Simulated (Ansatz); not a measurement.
Basis-set series for `CC(C)NB(F)F`. The species carries charge 0 and has multiplicity 1. The geometry is a stationary point of PBE0-D4/def2-TZVP. It is one conformer, not always the lowest.

```
functional       basis  functions  energy (Eh)  HOMO (eV)  LUMO (eV)
   PBE0-D4    def2-SVP        138   -397.88126      -7.66       1.46
   PBE0-D4  def2-TZVPP        329   -398.34186      -7.77       0.69
   ωB97M-V    def2-SVP        138   -398.14860      -9.98       3.08
   ωB97M-V  def2-TZVPP        329   -398.62455     -10.11       1.99
```

(1) Give the rows for def2-QZVPP. (An estimate is asked.)

## Answers

(1) Computed: 
| functional | basis | functions | energy (Eh) | HOMO (eV) | LUMO (eV) |
| --- | --- | --- | --- | --- | --- |
| PBE0-D4 | def2-QZVPP | 639 | -398.36350 | -7.79 | 0.42 |
| ωB97M-V | def2-QZVPP | 639 | -398.64515 | -10.13 | 1.55 |

Positive LUMOs are unbound and depend on the basis.
